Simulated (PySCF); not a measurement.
**Vertical excitation energies**

Species: CH₃Cl₂FSi.
SMILES: `F[SiH2]C(Cl)Cl`

Computed, not measured: TDDFT CAM-B3LYP/def2-SVPD, vertical, gas phase, core orbitals frozen in the response in PySCF. Isolated species at its PBE0-D3(BJ)/def2-SVP geometry (one conformer only). Torsions of this conformer, `[F:1][SiH2:2][CH:3]([Cl:4])[Cl:5]`: F1–Si2–C3–Cl4 62°.

| state | E (eV) | E (kJ/mol) | λ (nm) | f | \|μ\| (D) | main configurations (H = HOMO, L = LUMO) |
| --- | --- | --- | --- | --- | --- | --- |
| S1 | 6.47 | 624 | 191.7 | 0.0063 | 0.51 | H→L (82%) |
| S2 | 6.95 | 671 | 178.3 | 0.0014 | 0.23 | H→L+1 (51%), H-1→L (18%), H→L+3 (9%) |
| S3 | 7.14 | 689 | 173.6 | 0.023 | 0.92 | H-1→L (52%), H→L+1 (9%), H-1→L+1 (8%) |
| S4 | 7.44 | 717 | 166.8 | 0.011 | 0.64 | H-2→L (54%), H-1→L+1 (20%), H-1→L+3 (8%) |
| S5 | 7.67 | 740 | 161.7 | 0.0043 | 0.38 | H-3→L (51%), H→L+1 (20%) |
| S6 | 7.91 | 763 | 156.7 | 0.019 | 0.79 | H→L+2 (41%), H-1→L+1 (19%), H→L+3 (14%) |
| S7 | 7.97 | 769 | 155.6 | 0.0043 | 0.38 | H-1→L+1 (28%), H→L+2 (24%), H-2→L (18%) |
| S8 | 8.15 | 786 | 152.2 | 0.0081 | 0.51 | H→L+3 (37%), H→L+4 (19%), H→L+2 (19%) |
| S9 | 8.39 | 809 | 147.8 | 0.0041 | 0.36 | H-2→L+1 (22%), H-4→L+1 (14%), H-1→L+2 (13%) |
| S10 | 8.46 | 817 | 146.5 | 0.0096 | 0.55 | H-3→L+1 (43%), H-2→L+1 (18%), H-1→L+2 (10%) |

Triplets (Tamm–Dancoff): T1 5.84 eV, H→L (75%), H→L+1 (10%); T2 6.26 eV, H→L+1 (34%), H-1→L (20%), H→L+3 (11%); T3 6.35 eV, H-1→L (46%), H→L+1 (11%), H-3→L (9%); T4 6.65 eV, H-2→L (54%), H-1→L+1 (16%).

The lowest singlet lies at 6.47 eV (192 nm, vacuum ultraviolet) and is weak; its leading configuration is HOMO→LUMO (82%). The most intense listed level is S3 at 7.14 eV (174 nm, f = 0.023), 0.67 eV above S1. Löwdin shares by element: HOMO chlorine 63%, carbon 19%, silicon 10%; LUMO chlorine 54%, carbon 20%, silicon 13%. Weighted by f, the mean energy of these states is 7.64 eV. The listed states span 1.99 eV, and the widest gap between neighbours is 0.48 eV (S1 to S2). The oscillator strengths of these states sum to 0.091; summed over the whole spectrum of an exact calculation they would give the number of electrons, 66 (Thomas–Reiche–Kuhn). The vertical ionisation energy (ΔSCF) is 10.88 eV, 2.42 eV above S10. Only the lowest 10 singlets were computed, as vertical energies without vibronic structure.

Hardware: one thread, Arm Neoverse N1 (aarch64), shared host with 64 logical CPUs at a one-minute load of 49. Cost: 2.1 min of wall time (with the writing of density and orbital grids), 0.69 GiB resident at most.
